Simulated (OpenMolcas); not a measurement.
# 3d ions of charge +2 along the row

```json
{"Program": "OpenMolcas 26.06", "Method": "SS-CASPT2, IPEA 0.25 Eh, imaginary shift 0.1 Eh", "Basis": "ANO-R2", "Scalar Hamiltonian": "X2C, finite nucleus", "Spin-orbit coupling": "RASSI with atomic mean-field integrals over the reference wave functions, term energies averaged over their components"}
```

Active space: the 3d shell; CASPT2 also correlates the outermost closed s and p core shells.

B and C come from two terms' centres of gravity (d2, d8: 3P = 15B, 1G = 12B + 2C; d3, d7: 4P = 15B, 2G = 4B + 3C; d4, d6: 3G = 9B + 4C, 3H = 4B + 4C; d5: 4D = 17B + 5C, 4G = 10B + 5C, above the ground term), where all their levels are at least 80 % pure. ζ = ±2S·A comes from the whole width of the ground multiplet by E(J) = (A/2) J(J+1), where its levels are at least 85 % pure. Energies in cm-1.

| Ion | Configuration | Lowest level | Weight (%) | B | B measured | C | C measured | ζ | ζ measured |
| --- | --- | --- | --- | --- | --- | --- | --- | --- | --- |
| Ti2+ | 3d² | ³F₂ | 100 | 734 | 695 | 2867 | 2910 | 124 | 120 |
| V2+ | 3d³ | ⁴F_3/2 | 100 | 790 | 755 | 2791 | 2910 | 177 | 167 |
| Cr2+ | 3d⁴ | ⁵D₀ | 100 | 727 | 691 | 3759 | 3575 | 251 | 230 |
| Mn2+ | 3d⁵ | ⁶S_5/2 | 100 | 808 |  | 3951 |  |  |  |
| Fe2+ | 3d⁶ | ⁵D₄ | 100 | 921 | 917 | 4062 | 4040 | 416 | 411 |
| Co2+ | 3d⁷ | ⁴F_9/2 | 100 | 1001 | 971 | 4011 | 4209 | 532 | 533 |
| Ni2+ | 3d⁸ | ³F₄ | 100 | 1058 | 1056 | 4496 | 4723 | 648 | 648 |

Measured columns use the levels in Corliss and Sugar, J. Phys. Chem. Ref. Data 8, 1 (1979) (Ti2+); Sugar and Corliss, J. Phys. Chem. Ref. Data 7, 1191 (1978) (V2+); Sugar and Corliss, J. Phys. Chem. Ref. Data 6, 317 (1977) (Cr2+); Corliss and Sugar, J. Phys. Chem. Ref. Data 11, 135 (1982) (Fe2+); Sugar and Corliss, J. Phys. Chem. Ref. Data 10, 1097 (1981) (Co2+); Corliss and Sugar, J. Phys. Chem. Ref. Data 10, 197 (1981) (Ni2+).

The computed B goes from 734 (Ti2+) to 1058 cm-1 (Ni2+), a factor of 1.44, though not at every step. It departs from the measured column by 0 to +6 %. The Trees term is left out, which lowers the B read from the levels of every ion, most for d4 to d6. The pair of terms that fixes B changes along the row, so steps between ions also reflect that choice.

The computed ζ goes from 124 (Ti2+) to 648 cm-1 (Ni2+), a factor of 5.23, rising at every step. It departs from the measured column by 0 to +9 %.

CASPT2 does not keep the components of a term degenerate, so their means are used; among the low terms the widest spread is 1300 cm-1 (3d⁷ ²H, Co2+). The CASPT2 spread within a term exceeds the gap to the next term for 3d³ ²D(1) and 3d³ ²P, 3d³ ²P and 3d³ ²H, so the order of their levels is uncertain, and so are names and mixing where such terms share a J (figures for V2+; the like holds for Cr2+, Fe2+, Co2+). Some levels mix across a computed gap that differs much from the measured one, so their mixing is not that of the real levels (holds for Fe2+; Co2+; Ni2+). Measured partners are found by configuration, term and J. A level has none where our copy of the source lacks it or the pairing is in doubt (some pairs that miss far off the trend of their configuration count as doubtful), and it then counts in no deviation. Only configurations of the active space appear.

A number in round brackets counts repeated terms of one configuration in the order of the reference energies.
